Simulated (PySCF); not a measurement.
Excitations are Tamm–Dancoff values on a coarser integration grid. The basis has no diffuse functions, so Rydberg states are missing or too high.

Z-matrix (Å, degrees):
```
Ge
H 1 1.5317
H 1 1.5317 2 111.71
H 1 1.5317 2 111.71 3 125.95
Cl 1 2.1546 2 107.13 3 -117.02
```
Charge 0, multiplicity 1.

### Question
Predict the dipole moment, HOMO, T1 excitation (TDA), S1–T1 gap (TDA), S1 oscillator strength, LUMO, total energy and HOMO–LUMO gap from ωB97X-D3(BJ)/def2-TZVP // PBE0-D3(BJ)/def2-TZVP run with PySCF.

### Answer

```
Property                       Result
----------------------  -------------
dipole moment                  2.02 D
HOMO                        -11.27 eV
T1 excitation (TDA)           6.88 eV
S1–T1 gap (TDA)               0.50 eV
S1 oscillator strength          0.014
LUMO                          1.80 eV
total energy            -2539.0186 Ha
HOMO–LUMO gap                13.07 eV
```
